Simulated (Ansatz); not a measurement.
Sn₁₀OH₁₄ was relaxed with PBE-D4 (def2-SVP) in Ansatz in these states: charge -1 doublet, neutral singlet. The geometries follow in no particular order.

In the def2 sets Sn takes a core potential; there is no spin–orbit coupling.

A:

```
atom    x (Å)    y (Å)    z (Å)
 Sn1  -1.4818  -2.5589   0.8543
 Sn2   1.9486  -1.5129  -1.9716
 Sn3  -2.0902   0.7347  -2.2513
 Sn4  -1.7759   1.8279   1.9992
 Sn5   1.9166   3.3323  -0.9194
 Sn6   2.2655  -0.4177   2.2778
 Sn7  -0.8580  -1.7623  -1.7802
 Sn8  -0.5239  -0.6140   2.6579
 Sn9   2.8710   0.6059  -0.3075
Sn10  -0.9539   2.7331  -0.5704
 O11   2.2294   3.6638  -2.7949
 H12  -0.7952  -4.1253   1.2125
 H13  -3.2036  -2.7856   1.0475
 H14   2.6529  -3.0802  -1.6240
 H15   2.3276  -1.2381  -3.6545
 H16  -3.8213   0.5225  -2.0736
 H17  -1.8759   1.1028  -3.9454
 H18  -3.5047   1.6064   2.1717
 H19  -1.3744   2.9674   3.2662
 H20   2.9639  -1.9870   2.6198
 H21   2.8859   0.6016   3.5589
 H22  -1.4693  -2.9958  -2.8669
 H23  -0.9174  -1.1196   4.2893
 H24   4.6233   0.3966  -0.3685
 H25  -2.0391   4.1021  -0.8269
```

B:

```
atom    x (Å)    y (Å)    z (Å)
 Sn1  -2.1756  -0.7494   2.0936
 Sn2   2.0221   1.1072   2.3114
 Sn3   1.3902  -2.9483   0.1818
 Sn4  -1.8473  -1.0488  -2.4783
 Sn5   2.3537   0.8124  -2.2718
 Sn6  -1.1920   3.0165  -0.3673
 Sn7   0.5748  -1.3097   2.3239
 Sn8  -2.6394   0.5992  -0.3350
 Sn9   1.5739   2.5000  -0.1062
Sn10   0.9073  -1.6480  -2.2802
 O11   3.6646   1.2673  -3.5413
 H12  -2.6959   0.2311   3.4288
 H13  -3.0894  -2.2252   2.1371
 H14   1.5106   2.1032   3.6403
 H15   3.7194   0.8025   2.5073
 H16   0.5122  -4.4467   0.2187
 H17   3.0785  -3.3267   0.3208
 H18  -2.7544  -2.5301  -2.4436
 H19  -2.1712  -0.2716  -3.9961
 H20  -1.7132   4.0315   0.9425
 H21  -1.4892   3.8766  -1.8454
 H22   0.8884  -2.1441   3.8203
 H23  -4.3359   0.9579  -0.5002
 H24   2.4854   3.9814  -0.1463
 H25   1.4224  -2.6382  -3.6148
```

Judge from the bond lengths which geometry belongs to which state (an estimate).

A is the charge -1 doublet (Sn5–Sn10 2.953 Å, Sn5–Sn9 2.953 Å, Sn5–O11 1.930 Å); B is the neutral singlet (Sn5–Sn10 2.854 Å, Sn5–Sn9 2.854 Å, Sn5–O11 1.881 Å).
